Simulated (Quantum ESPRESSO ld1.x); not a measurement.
Values are calculated unless marked as measured or tabulated.
Hf I, 72 electrons, occupied as [Xe] 4f14 5d3.5 6s0.5 (fractional occupations, a model configuration). Level of theory: scalar-relativistic Kohn-Sham, PW91, spin-unpolarised, spherical densities, point nucleus (ld1.x of Quantum ESPRESSO 7.5). Some entries of the table are withheld. Estimate them.

orbital,occ.,eigenvalue (Ry),<1/r> (bohr^-1)
1s,2,-4798.8984,83.84
2s,2,-820.5880,(1)
2p,6,-720.4866,17.85
3s,2,(2),7.240
3p,6,-156.9666,6.712
3d,10,(3),6.350
4s,2,-37.5343,(4)
4p,6,-27.7259,2.793
4d,10,-15.0546,2.476
5s,2,-4.7885,(5)
5p,6,-2.4882,0.9695
4f,14,-1.1024,1.916
6s,0.5,-0.3425,0.3531
5d,3.5,-0.1316,0.4969

Answer. 
(1) 2s <1/r> (bohr^-1): 19.57
(2) 3s eigenvalue (Ry): -186.8661
(3) 3d eigenvalue (Ry): -121.5878
(4) 4s <1/r> (bohr^-1): 3.068
(5) 5s <1/r> (bohr^-1): 1.171
